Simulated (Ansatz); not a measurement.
A short molecular-dynamics run on CCl3NOTi (`O=C=[N][Ti]([Cl])([Cl])[Cl]`).

```yaml
crystal:
  periodic: [false, false, false]
  atoms:
    - {symbol: O, position_ang: [1.447363, -2.511968, 1.405200]}
    - {symbol: C, position_ang: [0.927609, -1.610098, 0.896693]}
    - {symbol: N, position_ang: [0.386346, -0.671197, 0.367347]}
    - {symbol: Ti, position_ang: [-0.438547, 0.769440, -0.446288]}
    - {symbol: Cl, position_ang: [1.024897, 1.847870, -1.627359]}
    - {symbol: Cl, position_ang: [-1.257105, 2.068496, 1.084112]}
    - {symbol: Cl, position_ang: [-2.029362, 0.039457, -1.725405]}
basis:
  gaussian: {orbitals: def2-SVP}
hamiltonian: {xc: {name: BLYP}, dispersion: d3bj}
md: {timestep: 2 fs, n_steps: 20, ensemble: nve, temperature: 300, initial_velocities: maxwell_boltzmann, seed: 749}
```

```sh
$ ansatz run in.yaml --threads 4 --pin off --events-out ev --progress --plain --max-ram 11315MiB
```

```
step  time (fs)  potential energy (eV)  kinetic (eV)  T (K)  conserved (eV)
   0        0.0            -65246.8159        0.1939    300     -65246.6221
   1        2.0            -65246.7211        0.1136    176     -65246.6075
   2        4.0            -65246.7161        0.1079    167     -65246.6082
   3        6.0            -65246.7927        0.1704    264     -65246.6223
   4        8.0            -65246.7662        0.1520    235     -65246.6142
   5       10.0            -65246.7233        0.1136    176     -65246.6096
   6       12.0            -65246.7319        0.1171    181     -65246.6147
   7       14.0            -65246.7261        0.1114    172     -65246.6147
   8       16.0            -65246.7032        0.0937    145     -65246.6095
   9       18.0            -65246.7361        0.1261    195     -65246.6101
  10       20.0            -65246.8098        0.1900    294     -65246.6199
  11       22.0            -65246.7941        0.1759    272     -65246.6183
  12       24.0            -65246.7235        0.1181    183     -65246.6055
  13       26.0            -65246.7605        0.1467    227     -65246.6138
  14       28.0            -65246.8047        0.1857    287     -65246.6189
  15       30.0            -65246.7833        0.1732    268     -65246.6101
  16       32.0            -65246.7996        0.1858    288     -65246.6138
  17       34.0            -65246.8117        0.1937    300     -65246.6180
  18       36.0            -65246.7570        0.1442    223     -65246.6128
  19       38.0            -65246.7041        0.0964    149     -65246.6076
  20       40.0            -65246.7273        0.1166    180     -65246.6107
```

Velocities are drawn at the set temperature; a run this short doesn't reach equilibrium.

Frames (Å, forces in eV/Å):

```xyz
7
time=0.0 fs
O     1.447   -2.512    1.405    1.027   -1.782    1.005
C     0.928   -1.610    0.897   -0.171    0.298   -0.168
N     0.386   -0.671    0.367   -0.623    1.084   -0.612
Ti   -0.439    0.769   -0.446   -0.044    0.068   -0.037
Cl    1.025    1.848   -1.627    0.338    0.229   -0.258
Cl   -1.257    2.068    1.084   -0.177    0.280    0.351
Cl   -2.029    0.039   -1.725   -0.350   -0.176   -0.281
7
time=2.0 fs
O     1.441   -2.503    1.403    2.460   -4.274    2.407
C     0.937   -1.624    0.902   -2.126    3.678   -2.044
N     0.387   -0.673    0.370   -0.138    0.271   -0.186
Ti   -0.433    0.768   -0.448   -0.080   -0.117    0.115
Cl    1.018    1.848   -1.624    0.468    0.321   -0.364
Cl   -1.258    2.066    1.077   -0.195    0.322    0.398
Cl   -2.030    0.045   -1.721   -0.389   -0.200   -0.326
7
time=4.0 fs
O     1.440   -2.505    1.408    2.405   -4.183    2.351
C     0.939   -1.626    0.900   -2.098    3.618   -1.980
N     0.388   -0.673    0.372   -0.082    0.200   -0.176
Ti   -0.428    0.766   -0.450   -0.201   -0.155    0.182
Cl    1.012    1.849   -1.621    0.581    0.395   -0.452
Cl   -1.259    2.063    1.070   -0.200    0.343    0.427
Cl   -2.030    0.051   -1.717   -0.406   -0.218   -0.351
7
time=6.0 fs
O     1.445   -2.517    1.417    0.943   -1.612    0.853
C     0.934   -1.616    0.892   -0.168    0.224   -0.004
N     0.388   -0.673    0.373   -0.458    0.873   -0.573
Ti   -0.423    0.764   -0.451   -0.397   -0.047    0.163
Cl    1.007    1.851   -1.618    0.671    0.450   -0.519
Cl   -1.260    2.061    1.064   -0.192    0.343    0.438
Cl   -2.031    0.056   -1.714   -0.399   -0.231   -0.357
7
time=8.0 fs
O     1.452   -2.532    1.429   -0.472    0.893   -0.629
C     0.929   -1.606    0.884    1.651   -2.989    1.880
N     0.387   -0.671    0.373   -0.734    1.364   -0.857
Ti   -0.418    0.762   -0.453   -0.624    0.140    0.095
Cl    1.002    1.852   -1.616    0.749    0.494   -0.575
Cl   -1.261    2.060    1.058   -0.182    0.339    0.446
Cl   -2.033    0.061   -1.710   -0.386   -0.242   -0.359
7
time=10.0 fs
O     1.459   -2.546    1.439   -1.154    2.112   -1.364
C     0.929   -1.605    0.883    2.017   -3.669    2.327
N     0.384   -0.665    0.370   -0.284    0.593   -0.440
Ti   -0.414    0.760   -0.454   -0.835    0.338    0.012
Cl    0.999    1.855   -1.615    0.819    0.537   -0.628
Cl   -1.263    2.058    1.053   -0.178    0.343    0.461
Cl   -2.035    0.066   -1.708   -0.384   -0.254   -0.368
7
time=12.0 fs
O     1.462   -2.554    1.446   -1.133    2.083   -1.359
C     0.936   -1.616    0.888    1.052   -2.009    1.436
N     0.381   -0.657    0.366    0.765   -1.220    0.549
Ti   -0.411    0.759   -0.455   -0.988    0.478   -0.049
Cl    0.996    1.858   -1.614    0.878    0.577   -0.676
Cl   -1.265    2.058    1.048   -0.181    0.357    0.482
Cl   -2.037    0.070   -1.705   -0.392   -0.267   -0.385
7
time=14.0 fs
O     1.463   -2.557    1.450   -0.588    1.115   -0.787
C     0.946   -1.634    0.898   -0.403    0.540    0.000
N     0.379   -0.653    0.364    1.698   -2.840    1.435
Ti   -0.408    0.758   -0.457   -1.033    0.484   -0.041
Cl    0.994    1.861   -1.614    0.914    0.605   -0.708
Cl   -1.266    2.057    1.043   -0.186    0.373    0.501
Cl   -2.040    0.075   -1.703   -0.402   -0.276   -0.401
7
time=16.0 fs
O     1.462   -2.558    1.452    0.150   -0.204    0.002
C     0.954   -1.650    0.909   -1.567    2.608   -1.207
N     0.382   -0.656    0.366    2.032   -3.423    1.756
Ti   -0.406    0.757   -0.458   -0.947    0.312    0.062
Cl    0.993    1.865   -1.615    0.914    0.608   -0.712
Cl   -1.269    2.057    1.040   -0.184    0.378    0.506
Cl   -2.043    0.079   -1.702   -0.397   -0.277   -0.406
7
time=18.0 fs
O     1.462   -2.559    1.454    0.563   -0.946    0.450
C     0.958   -1.657    0.915   -1.776    3.005   -1.478
N     0.391   -0.669    0.372    1.635   -2.736    1.378
Ti   -0.405    0.757   -0.459   -0.754    0.006    0.235
Cl    0.993    1.870   -1.617    0.870    0.578   -0.681
Cl   -1.271    2.057    1.037   -0.170    0.361    0.487
Cl   -2.047    0.082   -1.701   -0.369   -0.268   -0.392
7
time=20.0 fs
O     1.463   -2.563    1.457    0.392   -0.646    0.281
C     0.956   -1.655    0.917   -0.719    1.166   -0.471
N     0.404   -0.690    0.382    0.514   -0.782    0.299
Ti   -0.405    0.756   -0.461   -0.515   -0.327    0.417
Cl    0.994    1.876   -1.619    0.785    0.515   -0.616
Cl   -1.273    2.058    1.034   -0.142    0.324    0.447
Cl   -2.051    0.086   -1.700   -0.316   -0.249   -0.358
7
time=22.0 fs
O     1.464   -2.567    1.460   -0.009    0.061   -0.121
C     0.952   -1.649    0.917    1.043   -1.925    1.248
N     0.419   -0.712    0.393   -1.061    1.976   -1.235
Ti   -0.404    0.755   -0.461   -0.287   -0.589    0.552
Cl    0.995    1.882   -1.622    0.675    0.429   -0.529
Cl   -1.276    2.059    1.032   -0.108    0.276    0.399
Cl   -2.055    0.089   -1.700   -0.253   -0.228   -0.315
7
time=24.0 fs
O     1.466   -2.572    1.464   -0.110    0.227   -0.194
C     0.951   -1.649    0.921    2.078   -3.739    2.241
N     0.430   -0.729    0.401   -2.150    3.890   -2.308
Ti   -0.405    0.754   -0.462   -0.099   -0.741    0.615
Cl    0.998    1.888   -1.626    0.559    0.339   -0.436
Cl   -1.279    2.060    1.030   -0.080    0.234    0.359
Cl   -2.060    0.091   -1.700   -0.198   -0.210   -0.277
7
time=26.0 fs
O     1.468   -2.577    1.466    0.327   -0.574    0.305
C     0.956   -1.661    0.932    1.237   -2.224    1.329
N     0.436   -0.736    0.402   -1.834    3.319   -1.976
Ti   -0.405    0.752   -0.462    0.043   -0.782    0.610
Cl    1.001    1.895   -1.630    0.449    0.253   -0.349
Cl   -1.282    2.062    1.028   -0.061    0.207    0.333
Cl   -2.065    0.094   -1.700   -0.161   -0.199   -0.252
7
time=28.0 fs
O     1.470   -2.582    1.470    1.073   -1.923    1.116
C     0.966   -1.681    0.948   -0.724    1.301   -0.754
N     0.437   -0.733    0.398   -0.643    1.173   -0.722
Ti   -0.405    0.750   -0.461    0.133   -0.717    0.541
Cl    1.005    1.902   -1.634    0.345    0.170   -0.265
Cl   -1.285    2.064    1.027   -0.049    0.189    0.317
Cl   -2.070    0.096   -1.701   -0.135   -0.193   -0.234
7
time=30.0 fs
O     1.475   -2.593    1.476    1.346   -2.425    1.426
C     0.973   -1.696    0.961   -1.969    3.565   -2.119
N     0.436   -0.727    0.392    0.361   -0.658    0.375
Ti   -0.405    0.747   -0.460    0.159   -0.538    0.407
Cl    1.009    1.910   -1.639    0.237    0.080   -0.176
Cl   -1.288    2.066    1.027   -0.033    0.162    0.298
Cl   -2.075    0.099   -1.702   -0.102   -0.187   -0.210
7
time=32.0 fs
O     1.484   -2.609    1.486    0.597   -1.100    0.684
C     0.974   -1.700    0.967   -1.596    2.940   -1.823
N     0.436   -0.723    0.387    0.803   -1.486    0.896
Ti   -0.405    0.743   -0.459    0.131   -0.271    0.225
Cl    1.013    1.917   -1.644    0.119   -0.024   -0.074
Cl   -1.291    2.068    1.026   -0.005    0.118    0.263
Cl   -2.081    0.101   -1.703   -0.050   -0.176   -0.171
7
time=34.0 fs
O     1.493   -2.628    1.497   -0.644    1.103   -0.551
C     0.970   -1.694    0.968   -0.243    0.555   -0.511
N     0.438   -0.723    0.385    0.755   -1.429    0.892
Ti   -0.405    0.740   -0.457    0.084    0.010    0.037
Cl    1.018    1.924   -1.649   -0.005   -0.136    0.034
Cl   -1.294    2.071    1.026    0.033    0.059    0.215
Cl   -2.086    0.102   -1.704    0.020   -0.162   -0.118
7
time=36.0 fs
O     1.502   -2.644    1.507   -1.593    2.789   -1.487
C     0.965   -1.687    0.967    1.061   -1.762    0.781
N     0.442   -0.727    0.385    0.427   -0.858    0.575
Ti   -0.405    0.736   -0.455    0.061    0.225   -0.109
Cl    1.022    1.932   -1.654   -0.126   -0.245    0.140
Cl   -1.297    2.073    1.027    0.074   -0.005    0.162
Cl   -2.091    0.104   -1.706    0.096   -0.144   -0.062
7
time=38.0 fs
O     1.506   -2.653    1.514   -1.959    3.441   -1.839
C     0.964   -1.685    0.968    1.710   -2.921    1.424
N     0.447   -0.733    0.386    0.121   -0.323    0.271
Ti   -0.404    0.732   -0.454    0.084    0.334   -0.191
Cl    1.026    1.939   -1.659   -0.234   -0.342    0.234
Cl   -1.300    2.075    1.027    0.111   -0.063    0.111
Cl   -2.097    0.105   -1.707    0.166   -0.127   -0.010
7
time=40.0 fs
O     1.506   -2.654    1.516   -1.718    3.009   -1.585
C     0.968   -1.692    0.974    1.446   -2.443    1.130
N     0.453   -0.740    0.388    0.072   -0.255    0.246
Ti   -0.404    0.729   -0.453    0.157    0.330   -0.203
Cl    1.030    1.945   -1.663   -0.325   -0.422    0.311
Cl   -1.303    2.078    1.027    0.142   -0.110    0.067
Cl   -2.102    0.107   -1.709    0.225   -0.110    0.034
```

It took 43 s on 4 threads of an Arm Neoverse V1 on a shared host, with 0.21 GiB of host memory at the peak.
